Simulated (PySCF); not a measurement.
selenium dioxide anion (O2Se), SMILES O=[Se]=O (connectivity only; charge and spin as stated), charge -1, multiplicity 2. Geometry: B3LYP-D3(BJ)/def2-SVPD. The spin state was assumed, not searched.

Level of theory: B3LYP-D3(BJ)/def2-SVPD in PySCF 2.14.0.

Harmonic wavenumbers (cm⁻¹): 319, 800, 810. Rotational constants (GHz): 25.03, 7.941, 6.029; symmetry number 2.

Task: Work out the zero-point energy and the ideal-gas rigid-rotor harmonic-oscillator thermochemistry at 298.15 K and 1 atm.

Result: ZPE = ½ Σ hcν = ½ × 1929 cm⁻¹ = 2.76 kcal/mol. H − E(el) = 5.47 kcal/mol. Entropy in cal/(mol K): translation 40.03, rotation 21.73, vibration 1.72, spin 1.38, total 64.86. G − E(el) = -13.87 kcal/mol. Cp = 10.87 cal/(mol K).
